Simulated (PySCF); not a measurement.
Harmonic spectrum computed at PBE0 in the def2-TZVP basis family (core potentials from Rb on, PySCF, no spin–orbit coupling):

```tsv
symmetry	ω (cm⁻¹)	IR (km/mol)
a'	160	5.2
a'	239	14.6
a''	283	16.6
a''	542	21.6
a'	553	189
a''	647	349
a'	678	154
a'	705	11.0
a''	705	1.0
a'	1072	74.7
a''	3911	188
a'	3914	89.6
```

Which molecule gave it? In each, all ligands are bound to the one heavy central atom.
A. SN(OH)₂ (doublet)
B. WN(OH)₂ (doublet)
C. TaN(OH)₂ (singlet)
D. RuN(OH)₂ (doublet)
E. MoN(OH)₂ (doublet)

C. It has Cs symmetry with O–H 0.959 Å (×2), Ta–N 1.698 Å, Ta–O 1.923 Å (×2).
